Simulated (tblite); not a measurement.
All values are computed: GFN2-xTB (tblite) harmonic vibrations without scaling, gas phase. Errors from tens to a few hundred cm⁻¹ against measured bands are possible. Modes of hydrogen on aluminium and silicon can be 10 to 20 % off. One conformer each. Thermal functions are those of the rigid rotor and harmonic oscillator, without mixing of conformers.

Question: Order these by their ideal-gas entropy at 500 K and 1 bar, highest first (J/(mol K)).
A. `C#C[C@@H]1C(=O)[SiH2][C@@H]1[SiH3]`
B. `CC[SiH2]/C=C\[SiH3]`
C. `C=C(C)[C@H]1C[CH2][AlH][CH2]1`
D. `N#C[C@@]1(F)SC(F)=C[C@H]1F`
E. `C=C[SiH2]CC[SiH3]`

Answer: A (531.2), E (527.2), C (521.4), B (516.3), D (488.6).

```tsv
SMILES	atoms	mass (u)	symmetry number	modes under 300 cm⁻¹	ZPE (kJ/mol)	S translation (J/(mol K))	S rotation	S vibration	S	Cp
C#C[C@@H]1C(=O)[SiH2][C@@H]1[SiH3]	16	140.01	1	7	264.8	181.2	129.6	220.3	531.2	238.5
C=C[SiH2]CC[SiH3]	18	116.05	1	8	357.4	178.9	127.4	220.9	527.2	235.1
C=C(C)[C@H]1C[CH2][AlH][CH2]1	21	124.08	1	6	453.8	179.7	127.7	214.0	521.4	256.7
CC[SiH2]/C=C\[SiH3]	18	116.05	1	7	358.9	178.9	126.6	210.9	516.3	234.1
N#C[C@@]1(F)SC(F)=C[C@H]1F	12	164.99	1	5	161.0	183.3	131.2	174.1	488.6	193.8
```

Entropies and Cp are for 500 K and 1 bar.
